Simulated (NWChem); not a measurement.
System: C₃H₁₁Si₃, doublet; SMILES C1[SiH2]C[SiH]C[SiH2]1

```xyz
17

C     -0.9437    -0.4004    -1.5628
Si    -1.8629     0.1683     0.0000
C     -0.9437    -0.4004     1.5628
Si     0.8656     0.1752     1.5877
C      1.7406    -0.3686     0.0000
Si     0.8656     0.1752    -1.5877
H     -0.9714    -1.4967    -1.6247
H     -1.4620    -0.0203    -2.4521
H     -1.9538     1.6640     0.0000
H     -0.9714    -1.4967     1.6247
H     -1.4620    -0.0203     2.4521
H      0.9031     1.6613     1.6922
H      1.5739    -0.3758     2.7827
H      1.8238    -1.4648     0.0000
H      2.7674     0.0208     0.0000
H      0.9031     1.6613    -1.6922
H      1.5739    -0.3758    -2.7827
```
Atoms are numbered in this order, from 1.

Computed with NWChem. Pople sets run with spherical d functions. Spin-unrestricted. Medium grid unless said otherwise, to which SCAN and Minnesota functionals are sensitive. Structure relaxed at the B3LYP/6-31G* (spherical d), spin-unrestricted level. Not confirmed as a minimum by frequencies. No stability test was run on the SCF state. B3LYP is NWChem's, with the RPA form of VWN correlation.

Problem. Order these by “highest occupied level (eV)”, lowest first: M06/6-31G*; PBE/6-31G*; LC-wPBE (HJS exchange hole, range parameter 0.4 per bohr)/6-31G*.

Solution. LC-wPBE (HJS exchange hole, range parameter 0.4 per bohr)/6-31G* (-8.00), M06/6-31G* (-5.09), PBE/6-31G* (-4.33)
